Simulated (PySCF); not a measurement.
Input for PySCF: D3(BJ) and D4 dispersion corrections on H2 (SMILES [H][H]).

```python
from pyscf import gto
from pyscf.dispersion import dftd3, dftd4

mol = gto.M(
    atom='''
    H     0.00000000    0.00000000    0.37198582
    H    -0.00000000   -0.00000000   -0.37198582
    ''',
    basis='def2-svp',
    charge=0, spin=0, verbose=0, max_memory=1800)
d3, d4 = {}, {}
for xc in ['hf', 'pbe', 'blyp', 'revpbe', 'tpss', 'r2scan', 'b3lyp', 'pbe0', 'bhlyp', 'camb3lyp', 'b2plyp']:
    d3[xc] = float(dftd3.DFTD3Dispersion(mol, xc=xc, version='d3bj', atm=False).get_dispersion()['energy'])
    print(f'D3(BJ) {xc:10s} {d3[xc]:14.8f} Eh')
for xc in ['hf', 'pbe', 'blyp', 'revpbe', 'tpss', 'r2scan', 'b3lyp', 'pbe0', 'bhlyp', 'camb3lyp', 'b2plyp']:
    d4[xc] = float(dftd4.DFTD4Dispersion(mol, xc={'camb3lyp': 'cam-b3lyp'}.get(xc, xc), atm=True).get_dispersion()['energy'])
    print(f'D4     {xc:10s} {d4[xc]:14.8f} Eh')
```

Output:

```
D3(BJ) hf            -0.00117364 Eh
D3(BJ) pbe           -0.00009172 Eh
D3(BJ) blyp          -0.00017715 Eh
D3(BJ) revpbe        -0.00027727 Eh
D3(BJ) tpss          -0.00010508 Eh
D3(BJ) r2scan        -0.00002154 Eh
D3(BJ) b3lyp         -0.00014081 Eh
D3(BJ) pbe0          -0.00006893 Eh
D3(BJ) bhlyp         -0.00009780 Eh
D3(BJ) camb3lyp      -0.00005081 Eh
D3(BJ) b2plyp        -0.00005583 Eh
D4     hf            -0.00039018 Eh
D4     pbe           -0.00007417 Eh
D4     blyp          -0.00017992 Eh
D4     revpbe        -0.00039475 Eh
D4     tpss          -0.00010103 Eh
D4     r2scan        -0.00001842 Eh
D4     b3lyp         -0.00011575 Eh
D4     pbe0          -0.00005901 Eh
D4     bhlyp         -0.00006405 Eh
D4     camb3lyp      -0.00005559 Eh
D4     b2plyp        -0.00005062 Eh
```

The run finished.

Cost: very roughly 0.04 core-seconds.
